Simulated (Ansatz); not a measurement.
C$_{3}$H$_{5}$AlF$_{2}$, SMILES `[CH3][Al]1[CH2][C]1(F)F` at its PBE0-D4/def2-TZVP geometry, where that method's forces vanish. Total charge 0; spin multiplicity 1.

```xyz
11

C     1.2004    1.3516   -1.3993
Al    0.1778    0.1766   -0.2453
C    -0.2709   -0.6042    1.4573
C    -1.1887   -1.0858    0.3107
F    -2.4578   -0.5913    0.4716
F    -1.2999   -2.4350    0.2035
H     2.2292    1.4527   -1.0447
H     0.7518    2.3502   -1.3958
H     1.2167    0.9967   -2.4315
H    -0.7785   -0.2058    2.3353
H     0.4200   -1.4057    1.7381
```

**Question.** What forces (eV/Å) does B3LYP-D4/def2-TZVPP give on these atoms in the Gaussian-basis code of Ansatz? (An estimate is asked.)

**Answer.** Ansatz gave: 
```
C1   0.051  0.059 -0.060
Al2  0.013  0.017 -0.019
C3   0.127 -0.004  0.230
C4   0.277  0.190 -0.132
F5  -0.414  0.158  0.047
F6  -0.031 -0.436 -0.038
H7  -0.045  0.001 -0.027
H8   0.026 -0.041 -0.007
H9   0.009  0.028  0.047
H10  0.032 -0.024 -0.048
H11 -0.043  0.052  0.007
```

B3LYP here is the variant with VWN-RPA as its local correlation; programs differ in this.
